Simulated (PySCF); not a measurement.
Isomers of C7H11FSi, from PBE0-D3(BJ)/def2-SVP geometry optimisation, gas phase in PySCF. One conformer each, no zero-point energy, no frequencies.

Question: Which is lower in electronic energy at this level?
A. `[CH2:1]=[CH:2][C@@H:3]([F:4])[SiH:5]1[CH2:6][CH:7]=[CH:8][CH2:9]1` with C1–C2–C3–F4 -9°, C2–C3–Si5–C6 67°, C3–Si5–C6–C7 100°, Si5–C6–C7–C8 11°, C7–C8–C9–Si5 -10°, C3–Si5–C9–C8 -101°: A = 2791, B = 854.3, C = 728.8 MHz, dipole 1.77 D
B. `[CH3:1][CH:2]([CH3:3])[C:4]1=[CH:5][SiH2:6][CH:7]=[C:8]1[F:9]` with C1–C2–C4–C5 17°: A = 2084, B = 1067, C = 781.0 MHz, dipole 1.01 D

Answer: B. That is `CC(C)C1=C[SiH2]C=C1F`, 8.8 kcal/mol below the other.

```csv
SMILES,mapped SMILES,E (Eh),relative (kcal/mol),relative (kJ/mol),dipole (D)
CC(C)C1=C[SiH2]C=C1F,[CH3:1][CH:2]([CH3:3])[C:4]1=[CH:5][SiH2:6][CH:7]=[C:8]1[F:9],-661.78072,0.0,0.0,1.01
C=C[C@@H](F)[SiH]1CC=CC1,[CH2:1]=[CH:2][C@@H:3]([F:4])[SiH:5]1[CH2:6][CH:7]=[CH:8][CH2:9]1,-661.76666,8.8,36.9,1.77
```
